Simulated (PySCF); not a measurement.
**How methods differ on the ionisation energy of Au⁶⁹⁺**

Au⁶⁹⁺ [Ne] → Au⁷⁰⁺ [He] 2s2 2p5 [2p1/2^2 2p3/2^3, M_J = 3/2], as a difference of total energies. Calculation: PySCF 2.14, in an uncontracted even-tempered set (16 s from 56 bohr⁻², ratio 2.4; 13 p from 72 bohr⁻², ratio 2.4; 5 d from 250 bohr⁻², ratio 2.6; 4 f from 380 bohr⁻², ratio 2.6); the two-component X2C-1e Hamiltonian. Correlated levels: nothing frozen; the 28 highest virtual spinors dropped. "Screened" scales the spin-orbit matrix elements by Boettger's factors to mimic the two-electron term; Breit and QED terms are absent.

| method | ionisation energy (eV) |
| --- | --- |
| GHF (spin-free) | 18595.3 |
| GMP2 (spin-free) | 18597.0 |
| GHF (screened spin-orbit) | 18062.7 |
| GMP2 (screened spin-orbit) | 18064.3 |

For this ion Breit and QED terms and the two-electron picture change, all absent here, outweigh the correlation shift from GHF to GMP2.

The spin-free rows lack the spin-orbit shift.

For comparison: 18040 ± 50 eV (theoretical estimate listed by NIST; NIST Atomic Spectra Database, ionization energies).
